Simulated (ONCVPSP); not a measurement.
Transferability test, ONCV potential for Al

```json
{
 "Element": "aluminium",
 "Generator": "ONCVPSP 4.0.1",
 "Type": "optimised norm-conserving Vanderbilt (ONCV)",
 "Functional": "LDA (Perdew-Wang 92)",
 "Relativity": "scalar-relativistic",
 "Frozen core": "[Ne]",
 "Valence charge": "3",
 "Reference configuration": "3s1 (charge +2)",
 "Partial waves": "3s: rc 2.10 bohr, ncon 4, nbas 8, qcut 2.9 1/bohr, 2 projectors, debl 2.1 Ha; p scattering state at 0.06 Ha: rc 1.95 bohr, ncon 5, nbas 9, qcut 3.4 1/bohr, 2 projectors, debl 2.5 Ha",
 "Local potential": "polynomial inside 1.45 bohr (lpopt 5, dvloc0 2 Ha)",
 "Core correction": "Teter function, fcfact 2.75, rcfact 1.65"
}
```

In the p channel the program set the typed energies aside and used 0.050, 2.550 Ha.

Energies are relative to the spin-unpolarised reference configuration 3s1; without spin polarisation the order of configurations can differ from experiment.

Q: Give the all-electron excitation energy and the error of the potential for: 3s2 3p1; 3s2; 3s2 3p0.5; 3s1 3p1.

A:

```
valence configuration  charge  ΔE all-electron (eV)  error AE − PS (meV)
              3s2 3p1       0               -25.211                  -37
                  3s2      +1               -19.370                  -34
            3s2 3p0.5    +0.5               -23.089                  -36
              3s1 3p1      +1               -13.551                  +12
```

Levels in the configuration 3s1 3p1:

```
level  all-electron (eV)  pseudo (eV)
   3s            -15.717      -15.677
   3p             -9.843       -9.843
```

Note: no bound ghost flagged; GHOST(+) flagged for s at 107.3 eV.
